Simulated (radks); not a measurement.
Problem. The mean radii <r> (bohr) of the occupied orbitals of an atom or ion are listed with their occupations. Calculated with a radial shooting solver on a logarithmic mesh with Libxc functionals: scalar-relativistic Kohn-Sham, LDA (Slater exchange, VWN5 correlation), spin-polarised, spherical densities, finite nucleus; Fermi nuclear charge, rms radius of each element as measured or else 0.836 A^(1/3) + 0.57 fm.

| orbital | occ. | <r> |
|---|---|---|
| 1s up | 1 | 0.03043 |
| 1s down | 1 | 0.03043 |
| 2s up | 1 | 0.1318 |
| 2s down | 1 | 0.1318 |
| 2p up | 3 | 0.1149 |
| 2p down | 3 | 0.1149 |
| 3s up | 1 | 0.3589 |
| 3s down | 1 | 0.3589 |
| 3p up | 3 | 0.3575 |
| 3p down | 3 | 0.3574 |
| 3d up | 5 | 0.3348 |
| 3d down | 5 | 0.3348 |
| 4s up | 1 | 0.8708 |
| 4s down | 1 | 0.8704 |
| 4p up | 3 | 0.9428 |
| 4p down | 3 | 0.9431 |
| 4d up | 5 | 1.150 |
| 4d down | 3 | 1.156 |

Name the element and its charge. Open shells, if any, are filled with parallel spins first.

Solution. Z = 48, cadmium, charge +4: Cd4+ in [Kr] 4d8. The 1s radius gives Z: for a bare nucleus <r> = (2 gamma + 1)/(2Z) with gamma = sqrt(1 - (Z/c)^2), 0.02993 bohr for Z = 48, and screening makes it slightly larger (0.03043 here). The occupations add up to 44, and the charge is Z minus that.
